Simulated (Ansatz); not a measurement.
C3H13NSi2 (SMILES C[SiH2][SiH2]N(C)C), singlet, at a GFN2-xTB geometry, with bond 15-5 at 2.4 times its length; CASSCF(4,6)/STO-3G run with Ansatz (an electronic-structure program).

The Ansatz input:
Ansatz 0.2 input:
```yaml
crystal:
  periodic: [false, false, false]
  atoms:
    - {symbol: Si, position_ang: [1.87039907, 0.09301763, 0.37915516]}
    - {symbol: C, position_ang: [2.24735235, 0.33042517, -1.47028188]}
    - {symbol: Si, position_ang: [-0.20531127, -0.83828489, 0.75161166]}
    - {symbol: N, position_ang: [-1.39781525, 0.04514458, -0.12807813]}
    - {symbol: C, position_ang: [-1.40578932, 1.48429601, -0.17715241]}
    - {symbol: C, position_ang: [-2.71131130, -0.50372891, -0.34401493]}
    - {symbol: H, position_ang: [2.08129927, 1.39948035, 1.02993914]}
    - {symbol: H, position_ang: [2.91830293, -0.77881846, 0.93007988]}
    - {symbol: H, position_ang: [3.23446307, 0.75573849, -1.62865426]}
    - {symbol: H, position_ang: [2.21065859, -0.61913443, -1.99709627]}
    - {symbol: H, position_ang: [1.52471751, 0.99133863, -1.94110776]}
    - {symbol: H, position_ang: [-0.50334296, -0.95152570, 2.19955761]}
    - {symbol: H, position_ang: [-0.36433509, -2.20472103, 0.23033702]}
    - {symbol: H, position_ang: [-0.39802330, 1.87093979, -0.04428751]}
    - {symbol: H, position_ang: [-2.31899062, 2.29337887, -2.50502490]}
    - {symbol: H, position_ang: [-2.04729763, 1.91498316, 0.60303813]}
    - {symbol: H, position_ang: [-2.65598766, -1.58844257, -0.36316862]}
    - {symbol: H, position_ang: [-3.41380079, -0.20591490, 0.44460354]}
    - {symbol: H, position_ang: [-3.10839678, -0.15356103, -1.30163466]}
basis:
  gaussian:
    orbitals: STO-3G
hamiltonian:
  xc: hf
magnetization: {spin_polarized: false}
correlation: {active_space: {window: {electrons: 4, orbitals: 6}}}
```

Output, abridged:

```
Functional definition: HF
652 factors; integrals over basis functions are off by at most 4.3e-5 eV
mean field evaluation 1: about -20251.8362 eV, gradient 2.3e1 eV
mean field evaluation 2: about -20252.0816 eV, gradient 2.3e1 eV
mean field evaluation 4: about -20257.1026 eV, gradient 3.1e0 eV
mean field evaluation 8: about -20257.1689 eV, gradient 3.4e-2 eV
mean field -20257.16336715 eV, -744.4370229441 hartree, gradient 2.0e-6 eV, S^2 0.000000; 0 other end points of the search recorded, 0 dependent functions left out
reference -20257.16336715 eV, -744.4370229441 hartree; 33, 33 occupied and 18, 18 virtual orbitals, 652 factors
state -20262.29155263 eV, -744.6254802846 hartree
Total energy: -20262.29155263 eV, -744.6254802846 hartree
```
